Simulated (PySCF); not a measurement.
# Polarisability and C₆ of B⁻ (boron, charge -1)

[He] 2s2 2p2, high-spin 3P determinant. All numbers are calculated (PySCF 2.14, no relativity, point nucleus, in aug-cc-pVQZ). Coupled (time-dependent) response in atomic units; α is the mean over directions.

```json
{"method": "UHF", "mean α (bohr³)": "124.0", "α xx, yy, zz": "61.39, 155.4, 155.4", "C₆ (like pair)": "1316", "S(−4)": "16470"}
{"method": "wB97X-V", "mean α (bohr³)": "129.7", "α xx, yy, zz": "66.74, 161.1, 161.1", "C₆ (like pair)": "1416", "S(−4)": "17870"}
```

S(−4) is the Cauchy moment in α(ω) = α(0) + S(−4) ω² + …

α(iu) at UHF:

| u (hartree) | α(iu) (bohr³) |
| --- | --- |
| 0 | 124.0 |
| 0.0500 | 96.84 |
| 0.100 | 66.81 |
| 0.200 | 36.01 |
| 0.300 | 21.89 |
| 0.500 | 10.35 |
| 0.750 | 5.332 |
| 1.00 | 3.251 |
| 1.50 | 1.581 |
| 2.00 | 0.9375 |
| 3.00 | 0.4449 |
| 5.00 | 0.1740 |

A single London oscillator, α(iu) = α/(1 + u²/ω²), gives C₆ = (3/4) ω α². Matching the computed C₆ needs ω = 4 × 1316 / (3 × 124.0²) = 0.114 hartree.

For an ion, C₆ is the dispersion term alone; charge-induced terms of lower order in 1/R come first.

The components differ because the open shell of this determinant is not spherical; for a pure term their mean is the scalar polarisability.
